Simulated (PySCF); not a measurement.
**Zinc: a sound run and one with changed settings**

Sound run: Zn [Ar] 3d10 4s2, Zn⁺ [Ar] 3d10 4s1. Computed with PySCF 2.14 in 6-31G* (5s4p2d1f, 34 functions), with no relativity, point nucleus. The sound run starts from symmetry-adapted Hartree-Fock orbitals and uses a fine grid where one is needed.

A second run was set up differently.

| species | method | sound run (hartree) | changed run (hartree) | converged |
| --- | --- | --- | --- | --- |
| Zn | UHF | -1777.48110 | -1777.48110 | yes |
| Zn | PBE | -1778.75257 | -1778.75500 | yes |
| Zn | B3LYP | -1779.08722 | -1779.08889 | yes |
| Zn⁺ | UHF | -1777.20913 | -1777.20913 | yes |
| Zn⁺ | PBE | -1778.42925 | -1778.43209 | yes |
| Zn⁺ | B3LYP | -1778.75794 | -1778.75996 | yes |

Ionisation energy of Zn:

| method | sound run (eV) | changed run (eV) |
| --- | --- | --- |
| UHF | 7.401 | 7.401 |
| PBE | 8.798 | 8.787 |
| B3LYP | 8.960 | 8.951 |

Q: What was changed?
A. minimal basis
B. too few SCF iterations
C. radial grid too coarse
D. a valence shell is frozen

A: C. It used radial step 0.3 in ln r (0.13 in the sound run). A coarse radial grid mis-integrates the density and the exchange-correlation energy, with errors of either sign; Hartree-Fock needs no grid.
